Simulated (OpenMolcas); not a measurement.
# Pr IV: effect of the active space

| Property | Result |
| --- | --- |
| Program | OpenMolcas 26.06 |
| Method | SS-CASPT2 or its RAS form, IPEA 0.25 Eh, imaginary shift 0.1 Eh |
| Basis | ANO-RCC-VDZP |
| Scalar Hamiltonian | DKH2, point nucleus |
| Spin-orbit coupling | RASSI with atomic mean-field integrals over the reference wave functions, term energies averaged over their components |

A. 2 electrons in 7 orbitals (4f); 2S+1 = 3 even, 21 roots; 2S+1 = 1 even, 28 roots; closed shells correlated: 5s 5p; CASPT2 step roughly 18 core-seconds
B. 2 electrons in 12 orbitals (RAS2 4f; RAS3 5d, at most 1 electron); 2S+1 = 3 even, 21 roots; 2S+1 = 1 even, 28 roots; 2S+1 = 3 odd, 35 roots; 2S+1 = 1 odd, 35 roots; closed shells correlated: 5s 5p; CASPT2 step about 9 core-minutes

Energies in cm-1 above 4f2 3H4, the measured ground level; measured values from Martin, Zalubas and Hagan, Atomic Energy Levels: The Rare-Earth Elements, NSRDS-NBS 60 (1978).

```tsv
Level	A	B	Measured
4f2 3H4	0.0	0.0	0.0
4f2 3H5	2300	2300	2152
4f2 3H6	4710	4700	4389
4f2 3F2	5630	5720	4997
4f2 3F3	7120	7210	6415
4f2 3F4 [51 %]	7270	7400	
4f2 1D2	20050	20640	17334
4f2 3P0	25780	26230	21390
4f2 1I6	26060	26070	22212
4f2 3P1	26480	26910	22007
4f2 3P2	27700	28140	23161
4f2 1S0	53100	55740
```

Deviations, from unrounded energies. A percentage is the sum of absolute deviations over the sum of measured energies, with the sign that they share, or ± where signs differ.

```csv
Against measurement,Levels,A,B
mean absolute deviation (cm-1),9,2400,2700
fine structure of the ground term (%),2,+7.2,+7.0
other terms of the ground configuration (%),7,+18.1,+19.9
```

A lies closest to measurement on these levels. The largest miss of A in the table is 4f2 3P2, by +4500 cm-1. The ranking rests on the paired levels alone, and a cruder setting can come out closer through cancelling errors.

The two smallest mean deviations differ by little beside CASPT2's spread within terms, so their order carries little weight.

Between A and B the level of the table that moves most is 4f2 1S0, by 2600 cm-1 (lowest in A, highest in B). Moves below CASPT2's spread within the term are not significant.

Term energies are means over components that CASPT2 splits; among the terms shown or strongly mixed into the levels shown the widest spread is 980 cm-1 (4f2 1I, A). Some terms miss by over 15 % even with CASPT2, which points to a basis or an active space too small for the shells correlated. The basis is small and was not contracted for so high a charge. Some levels mix across a computed gap that differs much from the measured one, so their mixing is not that of the real levels (holds for A). The CASPT2 spread within a term exceeds the gap to the next term for 4f2 1I and 4f2 3P, so the order of their levels is uncertain (holds for A). Measured partners are found by configuration, term and J. A level has none where our copy of the source lacks it or the pairing is in doubt (some pairs that miss far off the trend of their configuration count as doubtful), and it then counts in no deviation. Levels of configurations outside the active space are missing. Levels that lie high or do not pair safely by name in every column are left out.

A share in square brackets marks a mixed level and gives the weight of the term that names it, the lowest over the columns.
